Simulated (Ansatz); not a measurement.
# Abstraction of H: C2H8Si + InHF → C2H7Si + InH2F

Gas-phase species: C2H8Si `CC[SiH3]`, singlet; InHF `[F][InH]`, doublet; C2H7Si `CC[SiH2]`, doublet; InH2F `[F][InH2]`, singlet. A radical takes H: the energy is the difference in strength between the Si–H bond broken and the In–H bond made.

Shapes, held fixed at every level: PBE0-D4/def2-TZVP. Flexible molecules stand in one conformer, not always the lowest. Programs: Ansatz 0.2.0. The zero-point and thermal change to 298 K, harmonic and unscaled (PBE0-D4/def2-TZVP), is -3.9 kJ/mol.

```
               level                    kind  ΔH(298 K) (kJ/mol)  less CCSD/def2-SVP
        MP2/def2-SVP     perturbation theory               +91.8                -0.2
      MP2/def2-TZVPP     perturbation theory               +92.0                 0.0
       HF/def2-TZVPP            Hartree–Fock               +93.6                +1.6
r2SCAN-D4/def2-TZVPP                meta-GGA               +93.1                +1.1
 BHLYP-D4/def2-TZVPP           global hybrid              +100.2                +8.2
  wB97M-V/def2-TZVPP  range-separated hybrid               +97.7                +5.7
  wB97X-V/def2-TZVPP  range-separated hybrid               +92.7                +0.7
       CCSD/def2-SVP   coupled cluster or CI               +92.0                 0.0
```

The highest level, CCSD/def2-SVP, gives ΔH(298 K) = +92.0 kJ/mol; the levels span +91.8 to +100.2. The column of differences is taken from that level and isn't an error. No measured value is set beside it here. Open shells run unrestricted. For atoms past krypton def2 sets carry core potentials with scalar relativity. Outer-core shells of In are correlated, in sets that cover them unevenly.
